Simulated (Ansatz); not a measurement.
System: C₃H₂O, net charge 0, singlet state. SMILES: C#CC=O
Geometry: optimised at B3LYP-D3(BJ)/def2-TZVP (Ansatz, an electronic-structure program).

Parts of the frozen-core correlation energy in cc-pVTZ (Ansatz, hartree). Frozen orbitals: 4; correlated occupied orbitals by spin: 10 and 10; virtual: 134 and 134. No spin-orbit coupling. No relativistic terms. The restricted reference is unstable.

```json
[
 {"term": "reference (HF)", "value": "-189.61035"},
 {"term": "MP2 opposite-spin", "value": "?"},
 {"term": "MP2 same-spin", "value": "?"},
 {"term": "CCSD correlation", "value": "?"},
 {"term": "(T)", "value": "-0.03509"},
 {"term": "T1 diagnostic", "value": "0.016"},
 {"term": "largest doubles amplitude", "value": "0.072"}
]
```

**Question.** Fill in the missing entries.

**Answer.** 
- MP2 opposite-spin, value: -0.51178
- MP2 same-spin, value: -0.17086
- CCSD correlation, value: -0.69231
